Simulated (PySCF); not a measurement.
**Spinor energies of As⁺ (arsenic, charge +1)**

Start: [Ar] 3d10 4s1 4p2 4d1; 4s1/2 filled at m_j = +1/2; 4p3/2 filled at m_j = +1/2, +3/2; 4d5/2 filled at m_j = +5/2. Calculated with PySCF 2.14 in x2c-TZVPall-2c with one added diffuse shell each of s, p, d type (7s8p5d1f, 63 functions): generalised Hartree-Fock with the X2C-1e Hamiltonian and a Gaussian nucleus; one run each with spin-orbit coupling (SO) switched off, then screened by Boettger's factors. This is a chosen level, not necessarily the ground level.

```
spinor shell  electrons  ε, spin-free (eV)  ε, screened SO (eV)  weight of nominal j (screened SO)  rms radius, screened SO (bohr)
       1s1/2          2           -11960.2             -11959.9                              1.000                          0.0524
       2s1/2          2            -1587.4              -1587.3                              1.000                           0.219
       2p1/2          2            -1388.9              -1414.0                              1.000                           0.194
       2p3/2          4            -1388.9              -1376.9                              1.000                           0.197
       3s1/2          2            -240.18              -240.21                              1.000                           0.639
       3p1/2          2            -176.62              -180.24                              0.996                           0.660
       3p3/2          4            -176.62              -174.94                              0.998                           0.669
       3d3/2          4            -71.439              -71.940                              0.939                           0.745
       3d5/2          6            -71.439              -71.170                              0.959                           0.745
       4s1/2          1            -35.010              -35.021                              0.999                            1.98
       4p3/2          2            -22.610              -22.565                              0.816                            2.37
       4d5/2          1             -8.106               -8.110                              1.000                            3.96
```

| quantity | spin-free | screened SO |
| --- | --- | --- |
| E (hartree) | -2258.00841 | -2258.09869 |
| M_J | 5 | 5 |
| ⟨J²⟩ | 30.008 | 30.008 |
| ⟨L²⟩ | 12.007 | 12.022 |
| ⟨S²⟩ | 6.001 | 5.998 |

Each row is a mean over spinors that exchange with the open shell spreads, by up to 1.119 eV (3s1/2).

Rows whose weight is well below 1 are mixtures of j = l ± 1/2: exchange outweighs spin-orbit coupling there, and the label is only the starting occupation.

Without spin-orbit coupling the j labels of p, d and f shells carry no meaning; the spin-free column gives the mean over the occupied spinors of each nl shell.
